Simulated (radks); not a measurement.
Problem. These are the eigenvalues of the occupied orbitals of an atom or ion with whole-number occupations (Ry). Method: Dirac Kohn-Sham, PBE, spin-unpolarised, spherical densities, finite nucleus; Fermi nuclear charge, rms radius of each element as measured or else 0.836 A^(1/3) + 0.57 fm; computed with a radial shooting solver on a logarithmic mesh with Libxc functionals.

orbital  eigenvalue
1s1/2     -1311.552
2s1/2     -183.4609
2p1/2     -168.1119
2p3/2     -161.8015
3s1/2     -31.76962
3p1/2     -26.05572
3p3/2     -25.05072
3d3/2     -14.97982
3d5/2     -14.79617
4s1/2      -5.98938
4p1/2      -4.43796
4p3/2      -4.30264
4d3/2      -2.07935

Which element is it, and in what charge state? The configuration may be excited. Open shells, if any, fill j = l - 1/2 first.

Solution. Z = 40, zirconium, charge +3: Zr3+ in [Kr] 4d1. The list shows which subshells hold electrons but not how many an open one holds; the 1s level, -655.78 hartree, gives Z - s = 36.2 by -(Z - s)^2/2, which with screening and relativity narrows Z to a few neighbours, and the depths of the outer levels then fix element, charge and occupations together.
